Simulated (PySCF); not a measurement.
C4H9F2NSi3.
SMILES with atom numbers: `[N:1]#[C:2][CH2:3][C:4]([F:5])([F:6])[Si@@H:7]1[CH2:8][SiH2:9][SiH2:10]1`

Structure used (GFN2-xTB), in Å, numbered top down from 1:
```xyz
19
C4H9F2NSi3 angstrom
N      3.2254   -1.0648   -0.2533
C      2.3257   -1.2984   -0.9180
C      1.2002   -1.6089   -1.7562
C     -0.1187   -1.0956   -1.1755
F     -1.1079   -1.4415   -2.0728
F     -0.4252   -1.8249   -0.0512
Si    -0.3136    0.8022   -0.7556
C      0.6485    1.1295    0.8773
Si    -0.7524    1.0525    2.2141
Si    -2.3160    1.0076    0.4486
H      1.1437   -2.6971   -1.8772
H      1.3403   -1.1494   -2.7383
H      0.2638    1.4154   -1.9655
H      1.1066    2.1172    0.8519
H      1.4639    0.4363    1.0701
H     -0.6981    2.2115    3.1153
H     -0.6250   -0.1393    3.0557
H     -3.0744    2.2321    0.1519
H     -3.2965   -0.0752    0.3244
```

NICS = −σ at a ghost point: NICS(0) at the centroid of the ring atoms, NICS(1) 1 Å to either side along the normal of their mean plane, zz for the tensor component along that normal. Level: GIAO PBE0/pcSseg-1 (PySCF, non-relativistic, gas phase) on the GFN2-xTB geometry, one conformer.

Ring bond lengths (Å), with Mayer bond orders in brackets: Si7–C8 1.923 (0.91), C8–Si9 1.938 (0.89), Si9–Si10 2.359 (0.87), Si10–Si7 2.346 (0.91).

Give the NICS values of each ring in ppm.

```
           ring                                                type  NICS(0)  NICS(1), two faces  NICS(1)zz, two faces  rms pucker (Å)  centre to ring atoms, mean (Å)
Si7–C8–Si9–Si10  4-membered ring with 3 Si; formal bonds all single      1.7         -0.9 / -0.5             5.8 / 4.5            0.08                            1.51
```

What do they say, and how far can they be read as aromaticity?

- Si7–C8–Si9–Si10: mean NICS(1)zz 5.2 ppm, deshielded. Si7, C8, Si9, Si10 have four or more neighbours, so the value isn't read as a sign of a π ring current.

Give the inner angles of the rings and the Hirshfeld charges of the ring atoms.

- Si7–C8–Si9–Si10: Si7 88.6° (+0.248 e), C8 102.6° (-0.253 e), Si9 87.9° (+0.255 e), Si10 79.6° (+0.152 e); sum 358.7° against 360° for a flat convex ring.
